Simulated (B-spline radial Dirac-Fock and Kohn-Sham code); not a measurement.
## Subshell cross sections of Ce, photon energy 300 eV

System: the Ce atom in the configuration [Xe] 4f1 5d1 6s2.

Model: Dirac-Hartree-Slater photoionisation with all multipoles and Dirac-Fock thresholds. Program: a B-spline atomic structure program. The asymmetry parameter β is from the dipole term alone. Kinetic energies are from the vacuum level. Open shells are spread statistically over j, without multiplet splitting.

```
  subshell  electrons  binding (eV)  kinetic (eV)  σ (kb)      β
N2 (4p1/2)          2         246.5         53.46     106  -0.20
N3 (4p3/2)          4         227.6         72.41     318   0.10
N4 (4d3/2)          4         122.1         177.9     353   0.05
N5 (4d5/2)          6         118.8         181.2     558   0.21
N6 (4f5/2)       0.43         10.22         289.8    66.5   0.82
N7 (4f7/2)       0.57          9.93         290.1    87.1   0.83
   O1 (5s)          2         48.94         251.1    42.2   1.96
O2 (5p1/2)          2         29.44         270.6    28.4   1.10
O3 (5p3/2)          4         26.64         273.4    70.2   1.10
O4 (5d3/2)        0.4          5.69         294.3    3.79   0.62
O5 (5d5/2)        0.6          5.56         294.4    5.72   0.74
   P1 (6s)          2          4.76         295.2    5.24   1.96
```

Branching ratios of the spin-orbit partners (statistical value in brackets): 4p 3.01 (2.00), 4d 1.58 (1.50), 4f 1.31 (1.33), 5p 2.47 (2.00), 5d 1.51 (1.50).

Values without a named source are computed, but for edge energies of neutral atoms, which are taken from tables.
